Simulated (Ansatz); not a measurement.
Calculated with Ansatz (gas phase, PBE0-D4/def2-TZVP geometries, no zero-point term in ΔE). CCSD(T)/CBS is the MP2 limit (def2-TZVPP, def2-QZVPP) plus CCSD(T) − MP2 in def2-TZVPP, frozen cores. This one scheme is used for every species, atoms too. Functionals use def2-TZVPP. B3LYP here is the variant with VWN-RPA as its local correlation; programs differ in this. Open shells (•) are unrestricted, without spin–orbit coupling. Spin–orbit coupling would lower the free atoms: strongly for I. Elements past krypton have def2 core potentials. For I outer-core shells are correlated without core-valence functions, so the limit isn't a true one: a few kJ/mol of doubt a bond, and 10 to 20 or more in all where bonds break to atoms.

Reaction (homolysis of the I–Si bond): `F[SiH](Cl)I` → I• + `F[SiH]Cl`•

`F[SiH](Cl)I`:

```xyz
5

F    -0.586   -1.511    0.304
Si    0.107   -0.121   -0.009
Cl    0.570    0.764    1.757
I    -1.428    1.238   -1.276
H     1.337   -0.369   -0.776
```

`F[SiH]Cl`•:

Z-matrix (Å, degrees):
```
Si
F 1 1.595
Cl 1 2.044 2 108.5
H 1 1.491 2 107.3 3 -117.0
```

**Question.** What is ΔE at CCSD(T)/CBS? (Best estimate.)

**Answer.** Ansatz gave: +365.6 kJ/mol.

**Question.** What do these levels give: B3LYP-D4, ωB97M-V, PBE, HF/def2-SVP, CCSD/def2-SVP, HF/CBS(def2)? (Estimate.)

**Answer.** Computed: B3LYP-D4 333.3, ωB97M-V 347.9, PBE 337.6, HF/def2-SVP 235.0, CCSD/def2-SVP 309.3, HF/CBS(def2) 239.0 kJ/mol.

Largest T1 diagnostic among the species: 0.013.

At CCSD(T), def2-SVP lies −50.1 kJ/mol from the extrapolated value and def2-TZVPP −23.0 kJ/mol: correlation converges slowly with the basis, and small sets miss more of it in the bonded molecule than in its fragments. From BLYP to BHLYP (50 % exact exchange), in def2-TZVPP and without D4, ΔE moves by +8.8 kJ/mol. In def2-TZVPP, CCSD(T) changes the Hartree–Fock value by +103.4 kJ/mol (the triples alone add +11.0 kJ/mol) and MP2 by +123.8 kJ/mol; breaking electron pairs costs correlation energy, which Hartree–Fock lacks.
